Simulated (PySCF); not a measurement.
Sn(Cl)3(NH2) (Cl3H2NSn), SMILES [NH2][Sn]([Cl])([Cl])[Cl].

Geometry optimised at B3LYP-D3(BJ)/def2-SVP. The structure was generated by enumeration; whether it is a known compound was not checked. The def2 effective core potentials stand for the cores of Sn; spin–orbit coupling is left out. One conformer was computed; it need not be the lowest.

All values below come from B3LYP-D3(BJ)/def2-SVP (PySCF).

Frequencies are harmonic and unscaled.

Computed harmonic wavenumbers and intensities:
```csv
mode,ν (cm⁻¹),IR (km/mol),Raman (Å⁴/amu),depolarisation,moving atoms (share of kinetic energy)
1,22,20.4,1.0,0.75,"H 78 %, Cl 18 %"
2,98,1.8,3.7,0.75,"Cl 82 %, N 12 %"
3,115,0.2,2.7,0.75,"Cl 75 %, Sn 12 %, H 12 %"
4,125,12.7,3.1,0.71,"Cl 65 %, Sn 30 %"
5,146,8.7,4.9,0.72,"N 44 %, Cl 26 %, Sn 17 %, H 13 %"
6,157,22.7,3.7,0.75,"N 55 %, H 22 %, Cl 15 %"
7,354,12.2,28.5,0.01,Cl 90 %
8,383,56.4,6.3,0.67,"Cl 73 %, Sn 27 %"
9,392,59.4,5.5,0.75,"Cl 71 %, Sn 28 %"
10,545,115.8,29.9,0.17,"N 68 %, H 24 %"
11,666,52.7,3.8,0.42,"H 66 %, N 28 %"
12,878,22.0,0.5,0.75,"H 91 %, N 8 %"
13,1525,11.3,3.0,0.58,"H 92 %, N 8 %"
14,3487,30.8,163.4,0.11,H 96 %
15,3587,26.3,90.6,0.75,"H 91 %, N 9 %"
```
